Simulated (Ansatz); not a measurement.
Ansatz (an electronic-structure program) input (wB97X/def2-TZVPD):

Ansatz 0.2 input:
```yaml
crystal:
  periodic: [false, false, false]
  atoms:
    - {symbol: Ta, position_ang: [-0.00000000, -0.00000000, -0.13332908]}
    - {symbol: C, position_ang: [0.00000000, 0.00000000, 1.62217045]}
basis:
  gaussian:
    orbitals: def2-TZVPD
hamiltonian:
  xc: {name: wB97X}
magnetization: {spin_polarized: true, initial_magnetization: 1}
```

Output:

```
Functional definition: wB97X
integrals: 0.03 GiB planned
558 factors; their error is unknown
integrals: 0.07 GiB planned
136 factors; integrals over basis functions are off by at most 7.1e-5 eV
mean field: 0.36 GiB planned
mean field evaluation 1: about -2561.7399 eV, gradient 6.3e1 eV
mean field evaluation 2: about -2469.7807 eV, gradient 1.3e2 eV
mean field evaluation 4: about -2580.7772 eV, gradient 3.8e0 eV
mean field evaluation 8: about -2580.8924 eV, gradient 5.1e-1 eV
mean field evaluation 16: about -2581.4892 eV, gradient 1.1e0 eV
mean field evaluation 32: about -2581.4724 eV, gradient 3.3e-1 eV
mean field -2581.48847484 eV, -94.8679516545 hartree, gradient 6.4e-6 eV, S^2 0.771363; 2 other end points of the search recorded, 0 dependent functions left out
reference -2581.48845253 eV, -94.8679508347 hartree; 10, 9 occupied and 70, 71 virtual orbitals, 558 factors
Total energy: -2581.48845253 eV, -94.8679508347 hartree
```

The spin state was set by rule; other spins were not relaxed.
